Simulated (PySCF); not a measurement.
## Correlation energy of Hf (hafnium, neutral)

[Xe] 4f14 5d2 6s2, high-spin 3F determinant. All numbers are calculated (PySCF 2.14, the spin-free X2C one-electron Hamiltonian (Gaussian nucleus), in x2c-TZVPPall). Frozen: [Kr] 4d10 4f14; 12 electrons correlated.

MP2 pair energies summed by pair of shells (mhartree):

| pair | energy | share (%) |
| --- | --- | --- |
| 5p-5p | -89.50 | 38.1 |
| 5p-5d | -40.96 | 17.5 |
| 5p-6s | -28.49 | 12.1 |
| 5d-6s | -25.38 | 10.8 |
| 6s-6s | -18.71 | 8.0 |
| 5s-5p | -18.45 | 7.9 |
| 5s-5s | -4.61 | 2.0 |
| 5s-5d | -3.80 | 1.6 |
| 5d-5d | -3.49 | 1.5 |
| 5s-6s | -1.32 | 0.6 |

Total MP2 correlation energy: -234.70 mhartree.

Same-spin part -70.13 and opposite-spin part -164.57 mhartree; SCS-MP2 scales them by 1/3 and 6/5 to -220.86 mhartree.

This basis was not built for core-valence correlation, so the inner-shell part is incomplete.
